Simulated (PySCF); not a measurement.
Dissociation curve of SMILES BN (H₄BN). The N1–B4 bond (N1 also carries H, H; B4 carries H, H) is stretched with both fragments frozen at the PBE0/def2-TZVP optimised geometry. Each curve is given relative to its own lowest point near equilibrium.

```tsv
R / Å	A	B	C
1.12	277.1	271.3	284.8
1.19	131.0	129.0	136.7
1.23	77.2	76.5	81.7
1.31	16.4	16.6	18.4
1.33	8.8	9.1	10.3
1.38	0.0	0.0	0.0
1.42	1.6	1.1	0.5
1.48	14.8	13.3	12.1
1.54	37.6	34.9	33.6
1.62	77.5	73.3	72.4
1.70	123.5	118.4	118.3
1.88	231.4	228.9	232.1
2.09	352.0	354.4	362.5
2.26	437.3	445.8	458.1
2.50	534.6	556.3	587.4
2.74	—	632.1	629.8
3.03	—	634.8	—
3.35	—	628.0	—
3.76	—	624.4	—
4.11	—	623.5	—
4.83	—	622.9	—
```

Energies in kJ/mol.

### Question
Which curve belongs to which method? The methods are CASSCF(2,2)/cc-pVDZ run with PySCF; PySCF with CCSD on UHF/cc-pVDZ, 2 core orbitals frozen; unrestricted B3LYP/6-31G*, spherical d (PySCF 2.14.0).

### Answer
A is CASSCF(2,2); B is UKS-B3LYP/6-31G*; C is UCCSD.

A dash means that the run gave no value there, or that the column was ended at a point which the program doubted or which failed a test of continuity chosen for this set; such a test can also cut sound points.

The unrestricted determinant behind UKS-B3LYP/6-31G* is spin-contaminated at 2.74 to 4.83 Å (<S²> up to 1.0, against 0.00 for a pure singlet). The unrestricted determinant behind UCCSD is spin-contaminated at 2.50 to 4.83 Å (<S²> up to 1.0, against 0.00 for a pure singlet).
